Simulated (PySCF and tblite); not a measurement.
The numbers below are computed, except where a source is named.
C₇H₆O₃, numbered as in [O:1]=[C:2]([OH:3])[C@:4]12[CH:5]=[CH:6][C@H:7]([CH:8]=[CH:9]1)[O:10]2.

The ensemble was built from 90 distance-geometry starts (ETKDG and KDG, MMFF94s, GFN2-xTB) and rests on GFN2-xTB geometries. Energies: PBE0-D3(BJ)/def2-SVP (IEF-PCM, acetonitrile), with GFN2-xTB thermal terms (modes under about 100 cm⁻¹ blended into free rotors). Symmetry numbers and mirror images are counted. Conformers within 3 kcal/mol (GFN2-xTB free energy) were kept, 7 at most. Programs: PySCF with density fitting and tblite.

Rotational constants are equilibrium values for the commonest isotopes; dipoles come from the energy level named and are polarised by its solvent model.

Torsions listed: O1–C2–O3–H3, O3–C2–C4–O10. The 5-ring runs over atoms 4–5–6–7–10. The 5-ring runs over atoms 4–9–8–7–10.

| conformer | shape | symmetry |
| --- | --- | --- |
| 1 | 5-ring envelope (ring torsions 0, -34, 54, -54, 34°); 5-ring envelope (ring torsions 0, 34, -54, 54, -34°); 0°, 1° | Cs |
| 2 | 5-ring envelope (ring torsions 0, -34, 54, -54, 34°); 5-ring envelope (ring torsions 0, 34, -54, 54, -34°); 0°, 180° | Cs |

(1) Give the rotational constants and dipole components.

(2) Which type of transition is strongest for conformer 1?

Answers

(1) 
```
conformer  A (MHz)  B (MHz)  C (MHz)  abs μa (D)  abs μb (D)  abs μc (D)      κ  Ic−Ia−Ib (u Å²)
        1     2876     1168     1153        1.78        0.01        0.03  -0.98           -170.0
        2     2885     1163     1150        1.56        3.97        0.06  -0.98           -170.2
```

(2) a-type, since that component is clearly the largest; the top is near-prolate.


Conformer gaps in def2-SVP on xTB geometries can be 2 kcal/mol too large for S=O, P=O and other polar bonds.